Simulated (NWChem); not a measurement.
System: C$_{2}$H$_{6}$BI; SMILES CB(C)I

Results from NWChem. Structure relaxed at the PBE0/def2-SVP level. No frequency run checked for a minimum. def2 effective core potentials on I; no spin-orbit coupling. Level MN15/def2-SVP: energy and gradient on several grids; changes count from the extra-fine grid, which is no exact limit either.

Task: Which is the coarsest grid (xfine; coarse; fine; xcoarse; medium) from which on the energy stays within 50 μHa and each gradient component within 100 μHa/bohr of xfine?

Result: medium.
```json
[
 {"grid": "xcoarse", "size of the energy change (μHa)": "2000", "largest change of a gradient component (μHa/bohr)": "3000", "time, medium = 1 (rough)": "about 1"},
 {"grid": "coarse", "size of the energy change (μHa)": "20", "largest change of a gradient component (μHa/bohr)": "500", "time, medium = 1 (rough)": "about 1"},
 {"grid": "medium", "size of the energy change (μHa)": "< 10", "largest change of a gradient component (μHa/bohr)": "< 30", "time, medium = 1 (rough)": "about 1"},
 {"grid": "fine", "size of the energy change (μHa)": "< 10", "largest change of a gradient component (μHa/bohr)": "< 30", "time, medium = 1 (rough)": "about 1"},
 {"grid": "xfine", "size of the energy change (μHa)": "< 10", "largest change of a gradient component (μHa/bohr)": "< 30", "time, medium = 1 (rough)": "3"}
]
```
